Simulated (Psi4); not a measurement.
Input file for Psi4: SAPT0/jun-cc-pV(D+d)Z on ClH5SSi (a complex), monomers drawn apart or pushed together.

```
memory 1800 MB

molecule dimer {
0 1
S     1.20144351   -0.08017689   -0.53455461
H    -0.04476525   -0.52801572   -0.31494729
H     0.84537292    1.18737266   -0.27320004
--
0 1
Si    0.84869676    0.01128544    2.88473934
Cl   -0.84636318    0.90102892    2.08700252
H     0.91952356   -1.38031255    2.40623936
H     0.70779929    0.04426812    4.35467855
H     2.02932047    0.78571487    2.46405130
units angstrom
symmetry c1
no_reorient
no_com
}

set {
  basis jun-cc-pV(D+d)Z
  scf_type df
  freeze_core true
}

energy('sapt0')
```

Program output:

```
[...]
==> Input File <==

--------------------------------------------------------------------------
memory 1800 MB

molecule dimer {
0 1
S     1.20144351   -0.08017689   -0.53455461
H    -0.04476525   -0.52801572   -0.31494729
H     0.84537292    1.18737266   -0.27320004
--
0 1
Si    0.84869676    0.01128544    2.88473934
Cl   -0.84636318    0.90102892    2.08700252
H     0.91952356   -1.38031255    2.40623936
H     0.70779929    0.04426812    4.35467855
H     2.02932047    0.78571487    2.46405130
units angstrom
symmetry c1
no_reorient
no_com
}

set {
  basis jun-cc-pV(D+d)Z
  scf_type df
  freeze_core true
}

energy('sapt0')
--------------------------------------------------------------------------


   => Loading Basis Set <=

    Name: JUN-CC-PV(D+D)Z
    Role: ORBITAL
    Keyword: BASIS
    atoms 1        entry S          line   698 file jun-cc-pv_dpd_z.gbs
    atoms 2-3, 6-8 entry H          line    60 file jun-cc-pv_dpd_z.gbs
    atoms 4        entry SI         line   566 file jun-cc-pv_dpd_z.gbs
    atoms 5        entry CL         line   764 file jun-cc-pv_dpd_z.gbs

   => Loading Basis Set <=

    Name: JUN-CC-PV(D+D)Z
    Role: ORBITAL
    Keyword: BASIS
    atoms 1        entry S          line   698 file jun-cc-pv_dpd_z.gbs
    atoms 2-3, 6-8 entry H          line    60 file jun-cc-pv_dpd_z.gbs
    atoms 4        entry SI         line   566 file jun-cc-pv_dpd_z.gbs
    atoms 5        entry CL         line   764 file jun-cc-pv_dpd_z.gbs


  //>>>>>>>>>>>>>>>>>>>>>>>>>>>>>>>>>>>//
  //              Dimer HF             //
  //<<<<<<<<<<<<<<<<<<<<<<<<<<<<<<<<<<<//

   => Libint2 <=

    Primary   basis highest AM E, G, H:  7, 6, 3
    Auxiliary basis highest AM E, G, H:  7, 7, 4
    Onebody   basis highest AM E, G, H:  -, -, -
    Solid Harmonics ordering:            Gaussian


   => Loading Basis Set <=

    Name: JUN-CC-PV(D+D)Z
    Role: ORBITAL
    Keyword: BASIS
    atoms 1        entry S          line   698 file jun-cc-pv_dpd_z.gbs
    atoms 2-3, 6-8 entry H          line    60 file jun-cc-pv_dpd_z.gbs
    atoms 4        entry SI         line   566 file jun-cc-pv_dpd_z.gbs
    atoms 5        entry CL         line   764 file jun-cc-pv_dpd_z.gbs


         ---------------------------------------------------------
                                   SCF
               by Justin Turney, Rob Parrish, Andy Simmonett
                          and Daniel G. A. Smith
                              RHF Reference
                        1 Threads,   1716 MiB Core
         ---------------------------------------------------------

  ==> Geometry <==

    Molecular point group: c1
    Full point group: C1

    Geometry (in Angstrom), charge = 0, multiplicity = 1:

       Center              X                  Y                   Z               Mass
    ------------   -----------------  -----------------  -----------------  -----------------
         S            1.201443510000    -0.080176890000    -0.534554610000    31.972071174400
         H           -0.044765250000    -0.528015720000    -0.314947290000     1.007825032230
         H            0.845372920000     1.187372660000    -0.273200040000     1.007825032230
         SI           0.848696760000     0.011285440000     2.884739340000    27.976926534650
         CL          -0.846363180000     0.901028920000     2.087002520000    34.968852682000
         H            0.919523560000    -1.380312550000     2.406239360000     1.007825032230
         H            0.707799290000     0.044268120000     4.354678550000     1.007825032230
         H            2.029320470000     0.785714870000     2.464051300000     1.007825032230

  Running in c1 symmetry.

  Rotational constants: A =      0.14141  B =      0.03748  C =      0.03106 [cm^-1]
  Rotational constants: A =   4239.25480  B =   1123.49825  C =    931.03003 [MHz]
  Nuclear repulsion =  193.041424702766477

  Charge       = 0
  Multiplicity = 1
  Electrons    = 52
  Nalpha       = 26
  Nbeta        = 26

  ==> Algorithm <==

  SCF Algorithm Type is DF.
  DIIS enabled.
  MOM disabled.
  Fractional occupation disabled.
  Guess Type is SAD.
  Energy threshold   = 1.00e-08
  Density threshold  = 1.00e-08
  Integral threshold = 1.00e-12

  ==> Primary Basis <==

  Basis Set: JUN-CC-PV(D+D)Z
    Blend: JUN-CC-PV(D+D)Z
    Number of shells: 48
    Number of basis functions: 106
    Number of Cartesian functions: 112
    Spherical Harmonics?: true
    Max angular momentum: 2

   => Loading Basis Set <=

    Name: (JUN-CC-PV(D+D)Z AUX)
    Role: JKFIT
    Keyword: DF_BASIS_SCF
    atoms 1        entry S          line   666 file jun-cc-pvdz-jkfit.gbs
    atoms 2-3, 6-8 entry H          line    70 file jun-cc-pvdz-jkfit.gbs
    atoms 4        entry SI         line   506 file jun-cc-pvdz-jkfit.gbs
    atoms 5        entry CL         line   746 file jun-cc-pvdz-jkfit.gbs

  ==> Integral Setup <==

  DFHelper Memory: AOs need 0.043 GiB; user supplied 1.257 GiB.
  SCF_SUBTYPE=INCORE selected. In-core MEM_DF algorit
[...]
Energy =             85.7766040749362304
    One-Electron Energy =               -1208.7778798372132769
    Two-Electron Energy =                 372.7680288733102998
    Total Energy =                       -750.2332468889668462

Computation Completed


Properties will be evaluated at   0.000000,   0.000000,   0.000000 [a0]

Properties computed using the SCF density matrix


 Multipole Moments:

 ------------------------------------------------------------------------------------
     Multipole            Electronic (a.u.)      Nuclear  (a.u.)        Total (a.u.)
 ------------------------------------------------------------------------------------

 L = 1.  Multiply by 2.5417464519 to convert [e a0] to [Debye]
 Dipole X            :         -1.5829992            2.1736082            0.5906090
 Dipole Y            :        -28.5140720           28.2044615           -0.3096105
 Dipole Z            :       -160.5353398          160.7974816            0.2621418
 Magnitude           :                                                    0.7165166

 ------------------------------------------------------------------------------------

  Constructing Basis Sets for SAPT...

   => Loading Basis Set <=

    Name: (JUN-CC-PV(D+D)Z AUX)
    Role: RIFIT
    Keyword: DF_BASIS_SAPT
    atoms 1        entry S          line   488 file jun-cc-pvdz-ri.gbs
    atoms 2-3, 6-8 entry H          line    30 file jun-cc-pvdz-ri.gbs
    atoms 4        entry SI         line   376 file jun-cc-pvdz-ri.gbs
    atoms 5        entry CL         line   544 file jun-cc-pvdz-ri.gbs

   => Loading Basis Set <=

    Name: (JUN-CC-PV(D+D)Z AUX)
    Role: JKFIT
    Keyword: DF_BASIS_ELST
    atoms 1        entry S          line   666 file jun-cc-pvdz-jkfit.gbs
    atoms 2-3, 6-8 entry H          line    70 file jun-cc-pvdz-jkfit.gbs
    atoms 4        entry SI         line   506 file jun-cc-pvdz-jkfit.gbs
    atoms 5        entry CL         line   746 file jun-cc-pvdz-jkfit.gbs


  //>>>>>>>>>>>>>>>>>>>>>>>>>>>>>>>>>>>//
  //               SAPT0               //
  //<<<<<<<<<<<<<<<<<<<<<<<<<<<<<<<<<<<//



        SAPT0
    Ed Hohenstein
     6 June 2009

      Orbital Information
  --------------------------
    NSO        =       106
    NMO        =       106
    NRI        =       325
    NRI (Elst) =       478
    NOCC A     =         9
    NOCC B     =        17
    FOCC A     =         5
    FOCC B     =        10
    NVIR A     =        97
    NVIR B     =        89

    Elst10,r            =    -0.011300193251 [Eh]
    Exch10              =     0.020070803142 [Eh]
    Exch10 (S^2)        =     0.019844509565 [Eh]

    Maxiter = 50
    CPHF R converge = 1.000000E-08

    Iter     Energy [mEh]          dE [mEh]         Residual      Time [s]
       1      -7.77383935       7.773839353     1.295049e-02             0
       2     -10.02770321       2.253863859     3.451493e-03             0
       3     -10.02199453      -0.005708685     1.016680e-03             0
       4      -9.99084860      -0.031145930     1.504216e-04             0
       5      -9.99583277       0.004984173     3.464951e-05             0
       6      -9.99568098      -0.000151792     1.070375e-05             0
       7      -9.99549398      -0.000186998     2.635038e-06             0
       8      -9.99554530       0.000051323     4.138613e-07             0
       9      -9.99554078      -0.000004527     1.001121e-07             0
      10      -9.99554063      -0.000000150     2.324614e-08             0
      11      -9.99554086       0.000000234     3.778794e-09             0

    CHF Iterations converged

    Maxiter = 50
    CPHF R converge = 1.000000E-08

    Iter     Energy [mEh]          dE [mEh]         Residual      Time [s]
       1      -2.39894598       2.398945980     6.876800e-03             0
       2      -2.92863298       0.529686999     2.076923e-03             0
       3      -2.94765311       0.019020134     5.155545e-04             0
       4      -2.93526130      -0.012391812     1.013642e-04             0
       5      -2.93596161       0.000700312     2.815795e-05             0
       6      -2.93623107       0.000269455     6.158680e-06             0
       7      -2.93618215      -0.000048914     1.643052e-06             0
       8      -2.93617778      -0.000004374     3.281799e-07             0
       9      -2.93618011       0.000002332     7.331187e-08             0
      10      -2.93618022       0.000000105     1.883451e-08             0
      11      -2.93618006      -0.000000160     3.079997e-09             0

    CHF Iterations converged

    Ind20,r (A<-B)      =    -0.009995540861 [Eh]
    Ind20,r (B<-A)      =    -0.002936180055 [Eh]
    Ind20,r             =    -0.012931720916 [Eh]
    Exch-Ind20,r (A<-B) =     0.009084964593 [Eh]
    Exch-Ind20,r (B<-A) =     0.002556268715 [Eh]
    Exch-Ind20,r        =     0.011641233308 [Eh]
    Disp20              =    -0.006530194045 [Eh]
    Disp20 (SS)         =    -0.003265097023 [Eh]
    Disp20 (OS)         =    -0.003265097023 [Eh]
    Exch-Disp20         =     0.001305868387 [Eh]
    Exch-Disp20 (SS)    =     0.000698886896 [Eh]
    Exch-Disp20 (OS)    =     0.000606981491 [Eh]

    SAPT Results
  --------------------------------------------------------------------------------------------------------
    Electrostatics                -11.30019325 [mEh]      -7.09097832 [kcal/mol]     -29.66865329 [kJ/mol]
      Elst10,r                    -11.30019325 [mEh]      -7.09097832 [kcal/mol]     -29.66865329 [kJ/mol]

    Exchange                       20.07080314 [mEh]      12.59461912 [kcal/mol]      52.69588639 [kJ/mol]
      Exch10                       20.07080314 [mEh]      12.59461912 [kcal/mol]      52.69588639 [kJ/mol]
      Exch10(S^2)                  19.84450957 [mEh]      12.45261775 [kcal/mol]      52.10175269 [kJ/mol]

    Induction                      -2.40188616 [mEh]      -1.50720632 [kcal/mol]      -6.30615125 [kJ/mol]
      Ind20,r                     -12.93172092 [mEh]      -8.11477739 [kcal/mol]     -33.95222859 [kJ/mol]
      Exch-Ind20,r                 11.64123331 [mEh]       7.30498419 [kcal/mol]      30.56405384 [kJ/mol]
      delta HF,r (2)               -1.11139855 [mEh]      -0.69741312 [kcal/mol]      -2.91797650 [kJ/mol]

    Dispersion                     -5.22432566 [mEh]      -3.27831384 [kcal/mol]     -13.71646513 [kJ/mol]
      Disp20                       -6.53019405 [mEh]      -4.09775863 [kcal/mol]     -17.14502210 [kJ/mol]
      Exch-Disp20                   1.30586839 [mEh]       0.81944478 [kcal/mol]       3.42855698 [kJ/mol]
      Disp20 (SS)                  -3.26509702 [mEh]      -2.04887931 [kcal/mol]      -8.57251105 [kJ/mol]
      Disp20 (OS)                  -3.26509702 [mEh]      -2.04887931 [kcal/mol]      -8.57251105 [kJ/mol]
      Exch-Disp20 (SS)              0.69888690 [mEh]       0.43855815 [kcal/mol]       1.83492729 [kJ/mol]
      Exch-Disp20 (OS)              0.60698149 [mEh]       0.38088664 [kcal/mol]       1.59362969 [kJ/mol]

  Total HF                          6.36872373 [mEh]       3.99643448 [kcal/mol]      16.72108185 [kJ/mol]
  Total SAPT0                       1.14439807 [mEh]       0.71812063 [kcal/mol]       3.00461672 [kJ/mol]

  Special recipe for scaled SAPT0 (see Manual):
    Electrostatics sSAPT0         -11.30019325 [mEh]      -7.09097832 [kcal/mol]     -29.66865329 [kJ/mol]
    Exchange sSAPT0                20.07080314 [mEh]      12.59461912 [kcal/mol]      52.69588639 [kJ/mol]
    Induction sSAPT0               -1.99908094 [mEh]      -1.25444223 [kcal/mol]      -5.24858627 [kJ/mol]
    Dispersion sSAPT0              -5.17914053 [mEh]      -3.24995975 [kcal/mol]     -13.59783159 [kJ/mol]
  Total sSAPT0                      1.59238842 [mEh]       0.99923882 [kcal/mol]       4.18081523 [kJ/mol]
  --------------------------------------------------------------------------------------------------------



*** Psi4 exiting successfully. Buy a developer a beer!
```

The run finished.

Cost: very roughly 12 core-seconds.
